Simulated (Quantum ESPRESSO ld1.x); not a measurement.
Results of a calculation; reference values are marked as such.
One sound ld1.x (Quantum ESPRESSO 7.5) input for neutral tungsten gives E = -16137.768 hartree in 27 iterations:

```
 &input
    zed=74.0,
    iswitch=1,
    rel=1,
    dft='PBESOL',
    config='[Xe] 4f14 5d4 6s2',
    prefix='ld1',
    max_out_wfc=37,
    file_charge='ld1.rho',
 /
```

Changed or added lines, one case at a time, and what came of them:

- config='[Xe] 4f14 5d4 6s2 1p1': refused. The program stops in el_config with "main/angular quantum number mismatch": l must be smaller than n.
- xmin=-14.0: usable despite the warning. The mesh starts very near the nucleus, where rounding noise keeps the residual above the threshold; the energy differs from the sound run by -9e-05 hartree.
- config='[Xe] 4f14 5d4 6s2 5g1': refused. The program stops in el_config with "l not found:G": the config string knows s, p, d and f alone.
- rmax=5000.0: harmless. The energy moves by less than 1e-5 hartree against the default mesh (-16137.768 hartree).
- noscf=.true.: ran as typed. With noscf the program prints the levels of a bare nucleus, with no screening and no total energy; they are not those of the atom.
- config='[Xe] 4f14 5d4 6s2 7d-1': harmless. A negative occupation marks a state as unused; the result equals that of the sound run.
- rel=2 lsd=1: refused. The program stops in ld1_readin with "local spin density and spin-orbit not allowed": spin polarisation goes with rel = 0 or 1 alone.
